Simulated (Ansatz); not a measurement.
Reaction (formal hydrolysis of the Si–O bond): `F[Si](Cl)(Cl)[O][GeH3]` + H₂O → `O[Si](F)(Cl)Cl` + `[OH][GeH3]`

Computed with Ansatz on PBE0-D4/def2-TZVP structures; ΔE is electronic, products minus reactants. CCSD(T)/CBS adds triple-zeta CCSD(T) − MP2 to the extrapolated MP2 energy (def2 sets, frozen cores). This one scheme is used for every species. Functionals use def2-TZVPP. B3LYP here is the variant with VWN-RPA as its local correlation; programs differ in this. HSE06 is defined as in plane-wave codes. For Ge outer-core shells are correlated without core-valence functions, which leaves a few kJ/mol of doubt a bond. Scalar relativity is left out up to krypton. Each species was taken in one conformer, which may not be the lowest.

```
             level  ΔE (kcal/mol)  difference from CCSD(T)/CBS
          B3LYP-D4            6.7                         -0.5
        r2SCAN0-D4            6.0                         -1.2
          HSE06-D4            5.9                         -1.3
          BHLYP-D4            7.8                          0.6
            B2PLYP            5.4                         -1.8
              BLYP            3.6                         -3.6
  CCSD(T)/def2-SVP            6.3                         -0.9
    MP2/def2-QZVPP            7.2                          0.0
SCS-MP2/def2-QZVPP            7.0                         -0.2
    CCSD/CBS(def2)            7.2                          0.0
       CCSD(T)/CBS            7.2                            0
```

(1) What do rigid-rotor, harmonic-oscillator terms from PBE0-D4/def2-TZVP frequencies (298.15 K, 1 bar) make of the CCSD(T)/CBS value? (An estimate is asked.)

Largest T1 diagnostic among the species: 0.011.

Results:

(1) The calculation gave: ΔZPE = +0.5 kcal/mol, ΔH = +6.8 kcal/mol, ΔS = 0 J/(mol·K), ΔG = +6.9 kcal/mol. Modes under 50 cm⁻¹ make the entropy rough.

Leaving LDA and LC-ωPBE aside and taking each functional with its dispersion term where it has one, the values, not all of them listed here, spread over 2.6 kcal/mol, from PBE-D4 to BHLYP-D4. The D4 term adds +2.3 kcal/mol with B3LYP and +1.4 kcal/mol with PBE0; it sums over pairs of atoms, weighted by their polarisabilities, and B3LYP, whose exchange is more repulsive, gets the larger term. From BLYP to BHLYP (50 % exact exchange), in def2-TZVPP and without D4, ΔE moves by +1.8 kcal/mol.
